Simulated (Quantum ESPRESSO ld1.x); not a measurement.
Task: Coherent X-ray form factor from a spherical all-electron density. Calculated with ld1.x of Quantum ESPRESSO 7.5: scalar-relativistic Kohn-Sham, LDA (Slater exchange, VWN5 correlation), spin-polarised, spherical densities, point nucleus.

| sin(theta)/lambda (1/angstrom) | f0 (electrons) |
|---|---|
| 0.05 | 69.621 |
| 0.1 | 68.513 |
| 0.15 | 66.760 |
| 0.2 | 64.486 |
| 0.25 | 61.835 |
| 0.3 | 58.956 |
| 0.4 | 53.015 |
| 0.5 | 47.409 |
| 0.6 | 42.454 |
| 0.8 | 34.470 |
| 1 | 28.390 |
| 1.25 | 22.749 |
| 1.5 | 18.921 |
| 2 | 14.700 |

The species is in the configuration that NIST lists as its ground one. Which atom or ion scatters so?

Result: The gold ion Au9+, [Xe] 4f14 5d2. Extrapolating in s^2 from the first two rows gives f0(0) = 70.0, near the electron count 70; among species with that count, the fall with angle is slower the higher Z, and the table is that of Z = 79; from so few rows the species is fixed only to a neighbour or two.
